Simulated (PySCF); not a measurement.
A species of formula C6H7F3O has this rotational fingerprint, computed with PBE0-D3(BJ)/def2-SVP geometry optimisation, gas phase in PySCF:

| Quantity | Value |
| --- | --- |
| Rotational constants | A = 3559, B = 604.9, C = 575.3 MHz |
| Dipole components | \|μa\| = 2.31 D, \|μb\| = 0.66 D, \|μc\| = 0.04 D |
| Inertial defect | -99.00 u·Å² |
| κ | -0.98 |

Question: Which candidate fits, each taken in the one conformer that was computed?
A. `[CH2:1]=[CH:2][O:3][C:4](=[CH2:5])[CH2:6][C:7]([F:8])([F:9])[F:10]` with C1–C2–O3–C4 151°, C2–O3–C4–C5 -23°, O3–C4–C6–C7 -85°
B. `[F:1][C:2]([F:3])([F:4])[C:5]1=[CH:6][O:7][CH2:8][CH2:9][CH2:10]1` with C5–C6–O7–C8 -10°, C6–O7–C8–C9 42°, O7–C8–C9–C10 -59°, C8–C9–C10–C5 44°
C. `[F:1][C:2]([F:3])([F:4])[O:5][CH:6]=[C:7]1[CH2:8][CH2:9][CH2:10]1` with C2–O5–C6–C7 -157°

Answer: C. It is FC(F)(F)OC=C1CCC1, a near-prolate asymmetric top, point group C1. The candidates at the same level (rigid rotor, commonest isotopes):

```
            SMILES  A (MHz)  B (MHz)  C (MHz)  μa (D)  μb (D)  μc (D)  Δ (u·Å²)  point group                        rotor
C=COC(=C)CC(F)(F)F     2578    760.2    681.9    1.16    1.32    0.58   -119.67           C1  near-prolate asymmetric top
 FC(F)(F)C1=COCCC1     2628    903.2    780.4    2.97    1.02    0.23   -104.22           C1               asymmetric top
 FC(F)(F)OC=C1CCC1     3559    604.9    575.3    2.31    0.66    0.04    -99.00           C1  near-prolate asymmetric top
```

`C=COC(=C)CC(F)(F)F` has A 28 % too low; `FC(F)(F)C1=COCCC1` has B 49 % too high. No structure here is proved a minimum.
